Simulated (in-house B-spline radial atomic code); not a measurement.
The numbers below are computed, except where a source is named.
**What the choice of pseudopotential does to G0W0 on PBE: Te⁺**

All numbers come from an all-electron radial atomic-structure program (B-spline basis), non-relativistic (model numbers for so heavy an element), configuration [Kr] 4d10 5s2 5p3, open shells at high spin. Semilocal Troullier-Martins pseudo-atoms, one channel per l, are made with PBE or LDA for several valence sets and radii, with or without a model core, and set against the all-electron atom. One channel fits only the lowest state of its l, so a second state of that l is approximate. All electrons give 5p up: PBE -14.538 eV, G0W0 -18.853 eV, 5s down: PBE -20.767 eV, G0W0 -25.077 eV. Potentials are made in the ion's own configuration unless the neutral atom is named, and a smooth local potential serves every l without a channel. Potentials that miss their own reference levels by more than 6 millihartree, or need radii over 3.5 bohr, are left out. Columns give pseudo minus all-electron, in eV; a dash marks a level in the core or of low weight.

```csv
valence,made with,radii (bohr),model core (bohr),5p up PBE,5p up G0W0,5s down PBE,5s down G0W0
5s 5p,PBE,s 1.48 p 1.70 d 2.76,none,-0.02,+0.16,+0.27,+0.68
5s 5p,"PBE, neutral atom",s 1.69 p 1.98,none,-0.02,-0.02,+0.29,+0.45
5s 5p,"PBE, neutral atom",s 1.88 p 2.20,none,-0.02,+0.02,+0.29,+0.45
4d 5s 5p,PBE,s 1.48 p 1.70 d 0.65,none,-0.02,-0.39,+0.07,-0.38
4d 5s 5p,"PBE, neutral atom",s 1.69 p 1.98 d 0.73,none,-0.01,-0.40,+0.10,-0.40
4d 5s 5p,"PBE, neutral atom",s 1.88 p 2.20 d 0.81,none,-0.01,-0.41,+0.10,-0.38
4d 5s 5p,"PBE, neutral atom",s 2.16 p 2.53 d 0.93,none,-0.01,-0.41,+0.09,-0.41
4d 5s 5p,PBE,s 2.40 p 2.76 d 1.06,none,-0.01,-0.43,+0.05,-0.47
4d 5s 5p,PBE,s 1.48 p 1.70 d 0.65,0.61,-0.01,-0.38,-0.01,-0.47
4d 5s 5p,"PBE, neutral atom",s 1.88 p 2.20 d 0.81,0.61,0.00,-0.39,+0.02,-0.47
4d 5s 5p,"PBE, neutral atom",s 2.16 p 2.53 d 0.93,0.61,0.00,-0.40,0.00,-0.49
4p 4d 5s 5p,PBE,s 2.40 p 0.98 d 1.06,none,-0.16,-0.03,0.00,-1.58
4p 4d 5s 5p,"PBE, neutral atom",s 1.88 p 0.75 d 0.81,0.52,-0.18,-0.07,-0.05,-1.39
4p 4d 5s 5p,"PBE, neutral atom",s 2.45 p 0.98 d 1.06,0.52,-0.20,-0.07,-0.07,-1.71
```

**Question.** How does the G0W0 shift of 5p up, which all sets hold, depend on the valence set?

**Answer.** Mean size: 4p 4d 5s 5p: 0.05 eV; 5s 5p: 0.07 eV; 4d 5s 5p: 0.40 eV. A larger valence set can do worse when it takes only part of a shell, whose exchange with the frozen rest is then left to the functional. The means mix radii and the functional used in making the potentials.
